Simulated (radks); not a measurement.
Results of a calculation; reference values are marked as such.
Polarisability of the gallium ion Ga+, [Ar] 3d10 4s2, at imaginary frequency. Code: a radial shooting solver on a logarithmic mesh with Libxc functionals. Model: scalar-relativistic Kohn-Sham, LB94 model potential, spin-polarised, spherical densities, finite nucleus; Fermi nuclear charge, rms radius 3.9973 fm. Response by self-consistent Sternheimer equations with the Hartree and adiabatic LDA kernel, the relativistic mass of each level held fixed and spin-orbit coupling left out.

w (hartree),alpha1(iw) (bohr^3),alpha2(iw) (bohr^5)
0.00266,14.39,56.84
0.0143,14.38,56.81
0.0360,14.27,56.64
0.0697,13.94,56.10
0.118,13.16,54.77
0.186,11.71,51.99
0.280,9.575,46.95
0.413,7.091,39.12
0.605,4.813,29.14
0.892,3.076,18.97
1.35,1.888,10.73
2.12,1.103,5.272
3.59,0.5804,2.209
6.94,0.2391,0.7206
17.5,0.05601,0.1356

Static values: alpha1 = 14.39 bohr^3 (2.133 angstrom^3; uncoupled 25.24), alpha2 = 56.84 bohr^5, alpha3 = 418.3 bohr^7. C6 = 67.11, C8 = 1579, triple-dipole C9 = 680.1 atomic units. One-pole (London) frequency 4 C6 / (3 alpha1^2) = 0.432 hartree, against 0.817 for minus the highest occupied eigenvalue.
